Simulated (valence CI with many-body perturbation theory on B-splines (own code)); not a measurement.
Results of a calculation; reference values are marked as such.
Cd²⁶⁺: input, log and results

Level of theory: valence CI with perturbative core correlation (CI+MBPT): four valence electrons over a frozen Dirac-Fock core [Ar], a basis of 6 s, 6 p, 5 d, 5 f, 1 g functions for each j, with the one-electron correlation potential Σ1 (screened to all orders), the two-electron term Σ2, the three-electron term Σ3, Breit, model QED; selected single and double excitations, second order for the rest, scaled by the run's own slope (own B-spline code, finite nucleus).

Command, and the settings that its task file holds:

```sh
python run_cv.py task.json out
```

```
atom Cd  Z=48  mass_number=114  rms_radius_fm=4.6087
core [Ar]
valence 3d4
avg = 1
basis = S
breit = 1
cap = 10000
capref = 1200
cscale = 1
de = 0.0
dress = 0
eps = 2e-08
extrap = 1
h = 0.27
hh = 1
l2 = 3
lcore = 6
maxit = 1
n2 = 5
natural = 1
nlev = 20
nno = [3, 3, 3, 3, 1]
nroot = 26
nsp = [3, 3, 2, 2, 0]
pt2 = 1
qed = 1
rpa = 1
s1 = 1
s2 = 1
s3 = 1
screen = 1
tol = 2e-05
whole = 1
```

It took 21 s on 1 thread of Arm Neoverse V1, with other jobs on the host.

Log. The first blocks belong to the next ion, which gives the ionisation energy. Fields: 2J, parity (1 odd), roots, reference size, generating configurations, candidates as configurations/state functions, variational space P, stored matrix elements, Davidson steps; e2 is the range of second-order energies in hartree. The first line gives the box (bohr), its intervals, the orbitals and the steps of their self-consistent field. Window is the range of levels sought, series limit the energy at which the first omitted orbital would enter, core excitation an estimate of the first excitation out of the core, left out the lowest levels not solved, and shifts from estimates the range by which levels moved from their first estimate, all in cm⁻¹.

```
rmax 4.2 intervals 59 orbitals 40 references ['3d4', '3d3 4s', '3d3 4p'] scf 4 t 0.9
2J=3 par=0 roots 2 ref 27 generators 4 cand 350/969 P 366/996 nnz 0 it 0
2J=3 par=0 roots 2 ref 27 generators 6 cand 492/1116 P 858/2112 nnz 0 it 1
   second order: generators 8 cand 1047/2387 e2 -0.00000 -0.00000
2J=5 par=0 roots 2 ref 29 generators 3 cand 273/959 P 288/988 nnz 0 it 0
2J=5 par=0 roots 2 ref 29 generators 5 cand 520/1298 P 808/2286 nnz 0 it 1
   second order: generators 8 cand 1103/2904 e2 -0.00000 -0.00000
2J=7 par=0 roots 2 ref 22 generators 2 cand 296/962 P 308/984 nnz 0 it 0
2J=7 par=0 roots 2 ref 22 generators 4 cand 460/1124 P 768/2108 nnz 0 it 1
   second order: generators 6 cand 700/1868 e2 -0.00000 -0.00000
reference levels 556, estimated 30, window 242573 1/cm; series limit 7743887, core excitation 1310663
2J=0 par=0 roots 3 ref 17 generators 4 cand 118/194 P 1086/1962 nnz 0 it 1
2J=0 par=0 roots 3 ref 17 generators 4 cand 63/97 P 1149/2059 nnz 0 it 1
   second order: generators 4 cand 9/9 e2 -0.00000 -0.00000
2J=2 par=0 roots 4 ref 36 generators 3 cand 235/1004 P 736/3515 nnz 2.9e+06 it 1
2J=2 par=0 roots 4 ref 36 generators 3 cand 439/1801 P 1175/5316 nnz 6.2e+06 it 1
   second order: generators 5 cand 1497/10109 e2 -0.00002 -0.00000
2J=4 par=0 roots 5 ref 51 generators 4 cand 148/960 P 489/3494 nnz 3e+06 it 1
2J=4 par=0 roots 5 ref 51 generators 4 cand 718/4159 P 1207/7653 nnz 1.3e+07 it 1
   second order: generators 4 cand 27/114 e2 -0.00000 -0.00000
2J=6 par=0 roots 5 ref 49 generators 3 cand 119/970 P 417/3464 nnz 3.1e+06 it 1
2J=6 par=0 roots 5 ref 49 generators 3 cand 757/4681 P 1174/8145 nnz 1.5e+07 it 1
   second order: generators 3 cand 30/113 e2 -0.00000 -0.00000
2J=8 par=0 roots 5 ref 42 generators 4 cand 129/931 P 437/3449 nnz 3e+06 it 1
2J=8 par=0 roots 5 ref 42 generators 4 cand 723/4055 P 1160/7504 nnz 1.3e+07 it 1
   second order: generators 4 cand 23/78 e2 -0.00000 -0.00000
2J=10 par=0 roots 2 ref 25 generators 2 cand 185/930 P 565/3429 nnz 3e+06 it 1
2J=10 par=0 roots 2 ref 25 generators 2 cand 474/2332 P 1039/5761 nnz 8e+06 it 1
   second order: generators 2 cand 44/67 e2 -0.00000 -0.00000
2J=12 par=0 roots 2 ref 14 generators 2 cand 278/985 P 803/3458 nnz 3e+06 it 1
2J=12 par=0 roots 2 ref 14 generators 2 cand 122/526 P 925/3984 nnz 4e+06 it 1
   second order: generators 2 cand 10/16 e2 -0.00000 -0.00000
left out: unestimated 364434, estimated 304413, shifts from estimates 0 to 1341
operators 1.2
```

The Davidson iterations stopped at their limit. The settings are bad on purpose, so the numbers may not be properties of the ion.

The last digits are not significant, and no measured levels were compared; by estimate large intervals hold to a few tenths of a per cent, small ones and those within an open d or f shell to about a per cent. Only levels of the ground parity were solved; by the run's estimate the other parity begins above the list, which can be wrong where configurations are misplaced.

```yaml
Valence_energy: -223.1908 hartree
Ionisation_energy: "1400.8 eV (NIST: 1401 ± 4 eV (theoretical))"
Reference_configurations_for_the_orbitals: 3d4, 3d3 4s, 3d3 4p
Radial_orbitals: 40
Box_radius: 4.245 bohr
Largest_variational_space: 8145
Lowest_levels: 3d⁴ ⁵D_0 0.000, 3d⁴ ⁵D_1 4.128, 3d⁴ ⁵D_2 7.286, 3d⁴ ⁵D_3 9.460, 3d⁴ ⁵D_4 10.412, 3d⁴ ³P_0 14.649, 3d⁴ ³H_4 15.851, 3d⁴ ³G_3 18.590, 3d⁴ ³F_2 19.090, 3d⁴ ³H_5 19.597, 3d⁴ ³P_1 19.923, 3d⁴ ³H_6 20.982, 3d⁴ ³G_4 23.108, 3d⁴ ³D_2 23.811 eV
```

Names give the largest LS component (configuration and term), which can be under half, so a name can repeat, a term be missing and a line seem to break the LS rules; names also repeat where a configuration has a term twice.
